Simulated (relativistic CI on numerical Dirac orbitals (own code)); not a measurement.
Radial Dirac CI calculation of Tl V: levels, rates and radial parameters.

Command:

```sh
python run_levels.py task.json out
```

Input:

```
atom Tl  Z=81  charge=4  electrons=77
nucleus A=205  rms_radius_fm=5.4759
hamiltonian dirac-coulomb  breit=on  qed=on  c_scale=1
orbitals kli  potential=per-configuration
slater_scale 0.85
correlation p86
mixing on
configurations
  [Xe] 4f14 5d9
  [Xe] 4f14 5d8 6s
  [Xe] 4f14 5d8 5f
  [Xe] 4f14 5d8 6p
  [Xe] 4f14 5d7 6s2
  [Xe] 4f14 5d8 5g
  [Xe] 4f14 5d8 7s
  [Xe] 4f14 5d8 6d
  [Xe] 4f14 5d7 5f2
  [Kr] 4d10 4f14 5s2 5p5 5d10
  [Xe] 4f14 5d7 6s 6p
  [Xe] 4f14 5d8 7p
  [Xe] 4f14 5d8 7d
  [Xe] 4f14 5d8 8s
  [Xe] 4f14 5d8 6f
  [Xe] 4f14 5d8 8p
  [Xe] 4f14 5d8 8d
  [Xe] 4f14 5d7 6p2
  [Xe] 4f14 5d7 6s 6d
  [Xe] 4f14 5d7 5f 6s
  [Kr] 4d10 4f14 5s2 5p5 5d9 5f
  [Xe] 4f14 5d7 6p 6d
  [Xe] 4f14 5d7 5g 6s
  [Kr] 4d10 4f14 5s2 5p5 5d9 5g
end
```

Hardware: one thread of Neoverse-V1, on a shared host. Rates were computed among at most 500 levels.

**Question.** How large is the problem, and how long does it take?

**Answer.** 4635 determinants at the lowest M give 4635 levels; 236 SCF iterations in all; about 6.7 s of CPU and 0.25 GiB at the peak.
